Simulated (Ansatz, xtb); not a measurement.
# Ranking isomers of C6H10F+

8 gas-phase structures of C6H10F+, from a drawn sample of its isomers (lower ones may exist). Each was relaxed with GFN2-xTB; where two conformers were screened, the lower at r2SCAN-D4/def2-SVP is listed:

A. `C[C+]1CCC[C@@H]1F`, a singlet
B. `CC[C+](C)/C=C/F`, a singlet
C. `C/C=C/[C+](C)CF`, a singlet
D. `C[C+](C)[C@@H]1C[C@@H]1F`, a singlet
E. `C/C=C\[C+](C)CF`, a singlet
F. `CC/C=C/[C+](C)F`, a singlet
G. `C[C+](C)C1(F)CC1`, a singlet
H. `FC[C+]1CCCC1`, a singlet

Problem. Make a reasoned guess at their ranking by r2SCAN-D4/def2-SVP single-point energy.

Solution. Calculated order at r2SCAN-D4/def2-SVP: F (0.000), A (0.206), C (0.266), B (0.300), H (0.340), G (0.498), D (0.506), E (0.534) eV. Less than 1 kcal/mol parts C and B; B and H; G and D; D and E, so the order within those pairs means little.

Energies above the lowest of each column, in eV; the last columns are at B3LYP-D3(BJ)/def2-SVP geometries and were run for some of them only (a dash: not run or not comparable):

```
structure  GFN2-xTB  HF/STO-3G  r2SCAN-D4/def2-SVP  B3LYP-D3(BJ)/def2-SVP  CCSD(T)/def2-SVP + ΔMP2/def2-TZVPP
        F     0.483      0.429               0.000                  0.000                               0.000
        A     0.000      0.000               0.206                  0.303                               0.177
        C     0.480      1.029               0.266                  0.236                               0.253
        B     0.706      0.684               0.300                  0.272                               0.220
        H     0.033      0.116               0.340                  0.411                                   –
        G     0.486      1.246               0.498                      –                                   –
        D     0.391      1.107               0.506                      –                                   –
        E     0.683      1.325               0.534                      –                                   –
```

CCSD(T)/def2-SVP + ΔMP2/def2-TZVPP puts F lowest of those it was run on; GFN2-xTB picks A, HF/STO-3G picks A. CCSD(T)/def2-SVP + ΔMP2/def2-TZVPP orders those it was run on as F (0.000), A (0.177), B (0.220), C (0.253) eV. Less than 1 kcal/mol parts A and B; B and C, so the order within those pairs means little. Some further structures that were screened fall inside this span and aren't listed. Flexible structures stand in one conformer each, not always the lowest. Frequencies (GFN2-xTB) were run for A, B, C, F alone. ΔMP2 is the change of the MP2 energy from the smaller to the larger basis.

Over these structures GFN2-xTB departs from r2SCAN-D4/def2-SVP by 0.236 eV on average once a common shift is removed. A GFN2-xTB relaxation took about 0.42 s and the r2SCAN-D4/def2-SVP energy about 3.6 s on a shared host (Ansatz 0.2.0, xtb 6.7.1).
